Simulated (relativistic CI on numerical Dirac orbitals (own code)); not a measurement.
## V³⁺ in a cubic cluster: 1s photoemission with charge transfer

Computed with a charge-transfer multiplet model of a cubic metal-ligand cluster with up to 2 ligand holes, Slater and spin-orbit integrals from Dirac-Coulomb-Breit ions, Slater integrals scaled by 0.8. The ground state mixes d2 with configurations of k ligand holes L, whose averages lie at kΔ + k(k − 1)U_dd/2; a core hole lowers each added d electron by U_cd. 20 K, Lorentzian 1.1 eV and Gaussian 0.6 eV FWHM.

Atomic integrals in eV (Slater integrals scaled, ζ unscaled), ground: F2dd 8.057, F4dd 5.049, zeta_d 0.024; with the core hole: F2dd 9.441, F4dd 5.946, zeta_d 0.040, G2cd 0.044.

Cluster parameters (eV): Δ = 4, U_dd = 4.5, U_cd = 5, 10Dq(ligand) = 0, V(eg) = 3.3, V(t2g) = -1.48, final-state hopping factor = 1.

```tsv
Case	n_d	d2	d3L	d4L2	S
10Dq = 0.65 eV	2.65	0.45	0.46	0.10	1.00
10Dq = 1.25 eV	2.64	0.45	0.45	0.09	1.00
10Dq = 2.15 eV	2.63	0.46	0.45	0.09	1.00
```

Weights, n_d and S are thermal averages at 20 K. Binding energies count from the first peak over 30 % of the highest in each spectrum, which can be another peak from case to case. The parameters are a model scan and need not match a compound or its usual spin state. Peaks in eV (height, largest 100):
- 10Dq = 0.65 eV: 0.0 (100), 12.5 (7)
- 10Dq = 1.25 eV: 0.0 (100), 12.4 (7)
- 10Dq = 2.15 eV: 0.0 (100), 12.6 (7)

For the case 10Dq = 1.25 eV, Δ = 4 eV is smaller than U_dd = 4.5 eV, the charge-transfer side of the Zaanen-Sawatzky-Allen scheme. With the core hole the average of the configuration with one ligand hole lies at Δ − U_cd = -1.0 eV before mixing: the effective hopping of about 6.8 eV (from the holes of the mixed ground state) is comparable with this gap or larger, so the configurations mix strongly.
